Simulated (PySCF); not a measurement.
Dipole response of Pt (platinum, neutral)

[Xe] 4f14 5d9 6s1, high-spin 3D determinant. All numbers are calculated (PySCF 2.14, a scalar-relativistic core potential, in def2-QZVPPD with the def2 core potential (60 electrons)). Coupled (time-dependent) response in atomic units; α is the mean over directions.

```tsv
method	mean α (bohr³)	α xx, yy, zz	C₆ (like pair)	S(−4)
UHF	53.05	53.08, 53.08, 52.97	491.5	1785
PBE	38.79	38.66, 38.66, 39.07	373.6	625.9
PBE0	40.07	39.66, 39.66, 40.89	381.2	718.6
```

S(−4) is the Cauchy moment in α(ω) = α(0) + S(−4) ω² + …

Reference α: 48 ± 4 bohr³ (recommended; Schwerdtfeger and Nagle, table of static dipole polarizabilities (2023 update)). Published C₆: 470.0 (Gould and Bucko (2016)).

Spin-orbit coupling is absent.

Hartree-Fock lies above the reference because it lacks correlation, which contracts the outer shell.

α(iu) at PBE0:

```csv
u (hartree),α(iu) (bohr³)
0,40.07
0.0500,38.38
0.100,34.36
0.200,25.63
0.300,19.44
0.500,12.65
0.750,8.552
1.00,6.296
1.50,3.895
2.00,2.661
3.00,1.464
5.00,0.6267
```

The components differ because the open shell of this determinant is not spherical; for a pure term their mean is the scalar polarisability.

Energies and moments cover only the electrons outside the core potential. Spin-orbit coupling, absent here, splits the open shell strongly.
